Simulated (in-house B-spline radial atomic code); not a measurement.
# Solving the quasi-particle equation for 5s of Cs⁷⁺

Configuration [Kr] 4d10 5s2, start r2SCAN; correlation leaves out the 9 deepest shells. Computed with an all-electron radial atomic-structure program (B-spline basis): all electrons, scalar-relativistic (spin-free one-electron X2C), finite nucleus, each spin shell either full or empty, empty states to l = 9 with an (l + 1/2)⁻⁴ tail; G0W0 by contour deformation at full frequency.

At the mean-field level ε = -104.537 eV the matrix elements are Σx = -23.763 eV, v_xc = -19.698 eV and Σc(ε) = -1.736 eV, and the slope of the correlation self-energy is dΣc/dω = -0.0384. The quasi-particle energy solves E = ε + Σx − v_xc + Σc(E).

(1) What does the linearised equation give?

(2) How does that compare with the full solution and with static screening?

## Answers

(1) Z = 1/(1 − dΣc/dω) = 1/1.0384 = 0.9630. The first-order shift is Σx − v_xc + Σc(ε) = -23.763 − (-19.698) + (-1.736) = -5.801 eV, so E ≈ ε + Z × shift = -104.537 + 0.9630 × (-5.801) = -110.123 eV.

(2) Solving the equation at full frequency dependence gives E = -110.144 eV, where Σc = -1.542 eV and the weight is 0.970; the linearised value is off by 20 meV. Leaving Z out would give -110.338 eV. Static COHSEX puts -3.440 eV in place of Σc and gives -112.042 eV, 1.90 eV deeper.
